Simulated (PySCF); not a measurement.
C₂H, SMILES [C-]#C, charge -1. Geometry: PBE-D3(BJ)/def2-TZVPD.

Method: PBE-D3(BJ)/def2-TZVPD (PySCF).

Harmonic wavenumbers (cm⁻¹): 507, 507, 1838, 3273. Rotational constants (GHz): 41.46 (linear); symmetry number 1.

Question: Work out the zero-point energy and the ideal-gas rigid-rotor harmonic-oscillator thermochemistry at 298.15 K and 1 atm.

Answer: ZPE = ½ Σ hcν = ½ × 6124 cm⁻¹ = 36.63 kJ/mol. H − E(el) = 46.46 kJ/mol. Entropy in J/(mol K): translation 148.91, rotation 49.97, vibration 5.38, total 204.25. G − E(el) = -14.44 kJ/mol. Cp = 39.53 J/(mol K).
